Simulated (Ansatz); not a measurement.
A search over several starts for the lowest SCF solution of the cluster Mo2N2⁺ at the given spin, in a small basis.

```yaml
crystal:
  periodic: [false, false, false]
  atoms:
    - {symbol: Mo, position_ang: [0.150079, -0.700351, 0.863144]}
    - {symbol: Mo, position_ang: [-0.150099, 0.700493, -0.863296]}
    - {symbol: N, position_ang: [1.336081, 0.239624, -1.450221]}
    - {symbol: N, position_ang: [-1.336071, -0.239766, 1.450363]}
basis:
  gaussian: {orbitals: def2-SVP}
total_charge: 1
magnetization: {spin_polarized: true, initial_magnetization: 1}
hamiltonian: {xc: pbe0, dispersion: d4}
output: {orbitals: {seedname: orbitals}}
```

```sh
$ ansatz run in.yaml --threads 4 --pin off --events-out ev --progress --plain --max-ram 3916MiB
```

It prints (some lines left out):

```
Functional definition: PBE0
942 factors; integrals over basis functions are off by at most 5.7e-4 eV
mean field evaluation 1: about -6655.5199 eV, gradient 6.8e1 eV
mean field evaluation 2: about -6494.3758 eV, gradient 1.7e2 eV
mean field evaluation 4: about -6673.9596 eV, gradient 1.0e1 eV
mean field evaluation 8: about -6674.4197 eV, gradient 2.8e-1 eV
mean field evaluation 16: about -6674.5742 eV, gradient 4.7e-3 eV
mean field evaluation 32: about -6674.5417 eV, gradient 1.1e0 eV
mean field evaluation 64: about -6674.5773 eV, gradient 2.3e-6 eV
mean field -6674.57739419 eV, -245.2861950454 hartree, gradient 7.1e-6 eV, S^2 0.826556; 6 other end points of the search recorded, 0 dependent functions left out
reference -6674.57744080 eV, -245.2861967584 hartree; 21, 20 occupied and 69, 70 virtual orbitals, 942 factors
Total energy: -6674.70256466 eV, -245.2907949753 hartree
```

Run time 7.5 s (4 threads of Arm Neoverse V2 on a shared host).

In the def2 sets Mo takes a core potential; there is no spin–orbit coupling. The structure comes from a short search, and lower isomers may exist.
